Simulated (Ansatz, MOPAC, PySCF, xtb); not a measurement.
Pair of molecules: AsH3 (SMILES [AsH3]) (first 4 atoms) with HI (SMILES I); geometry from B3LYP-D3(BJ)/def2-TZVP, rigid monomers moved along the line of their centres of mass till As1···H6 is 2.43 Å.
(charge 0, multiplicity 1):
```tsv
atom	x (Å)	y (Å)	z (Å)
As	0.0328	0.5840	0.3723
H	-0.7731	1.7791	-0.1156
H	-0.2260	-0.2164	-0.8959
H	1.3454	1.1482	-0.1517
I	-0.3651	-0.9667	4.1015
H	-0.2064	-0.3469	2.6055
```

Monomers are frozen at their geometry in the pair; levels with a basis set take the counterpoise correction. Rows marked so take none.

Rows in 3-21G carry no dispersion term and start afresh at each structure; the Pople sets are all-electron and without relativity. The state reached by PM7 isn't checked; PM7 holds dispersion and hydrogen-bond terms.

Codes used: Ansatz (Gaussian basis) for Hartree–Fock, density functionals and correlated methods; MOPAC for PM7 (differences of heats of formation); PySCF for 3-21G rows; xtb for the GFN methods. Values without a source in brackets are computed. In def2 rows elements past Kr take small-core potentials, without spin–orbit coupling.

Problem. One of these levels gives 1.21 kcal/mol for the interaction energy. Which?
A) HF/3-21G (no counterpoise)
B) GFN1-xTB
C) PM7
D) PBE/def2-TZVPPD

Solution. A, HF/3-21G (no counterpoise). The others give 0.27 (PM7), -0.64 (GFN1-xTB), -1.87 (PBE/def2-TZVPPD)

Ansatz is a quantum-chemistry and plane-wave program.
